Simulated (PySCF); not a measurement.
# Radial density of Tc²⁺ (technetium, charge +2)

M06-L, [Kr] 4d5, high-spin 6S determinant. Calculation: PySCF 2.14, in aug-cc-pVDZ-PP with ECP28MDF; a scalar-relativistic core potential. This is the valence pseudo-density: the core potential removes the inner electrons and smooths the orbitals near the nucleus.

```csv
r (bohr),4πr²ρ (e/bohr),4πr²(ρα − ρβ)
0.0393,2.223e-05,0.0000
0.0661,6.228e-05,0.0000
0.111,0.0003037,0.0001
0.187,0.003497,0.0011
0.315,0.07584,0.0244
0.529,1.914,0.3958
0.891,11.30,2.5280
1.50,7.486,3.2649
2.52,1.021,0.8504
4.24,0.03040,0.0302
12.0,1.670e-05,0.0000
```

Energies and moments cover only the electrons outside the core potential.
